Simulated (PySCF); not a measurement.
Computed with TPSSh-D3(BJ)/def2-TZVP // PBE-D3(BJ)/def2-SVP run with PySCF. Isolated molecules, 0 K electronic values unless said otherwise. 

Reference species: [Ti(F)4] (neutral, multiplicity 1).

| Property | Value |
|---|---|
| HOMO–LUMO gap | 7.66 eV |
| mean distance from the central atom to its bonded neighbours | 1.744 Å |

Changed species: [Hf(F)4] (M = Hf; the reference has M = Ti).

Predict the effect on the HOMO–LUMO gap and mean distance from the central atom to its bonded neighbours.

the HOMO–LUMO gap increases by 2.14 eV, to 9.80 eV; the mean distance from the central atom to its bonded neighbours rises by 0.171 Å, to 1.915 Å.
